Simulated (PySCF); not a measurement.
**Correlation energy of W (tungsten, neutral)**

[Xe] 4f14 5d4 6s2, high-spin 5D determinant. Calculation: PySCF 2.14, in def2-TZVPPD with the def2 core potential (60 electrons) (6s5p3d2f1g, 59 functions); a scalar-relativistic core potential. Frozen: nothing; 14 electrons correlated.

```json
{"level": "CCSD", "correlation energy (mhartree)": "-324.70"}
{"level": "(T)", "correlation energy (mhartree)": "-13.00"}
{"level": "CCSD(T)", "correlation energy (mhartree)": "-337.70"}
```

Diagnostics: T1 = 0.020, D1 = 0.0937, largest double amplitude 0.070.

Q: Is a single reference adequate?

A: Yes, within this model without spin-orbit coupling: T1 lies below 0.03 and no double amplitude reaches 0.07.

The basis has no tight functions for the innermost shells, so their pair energies are far from complete.

This basis was not built for core-valence correlation, so the inner-shell part is incomplete.
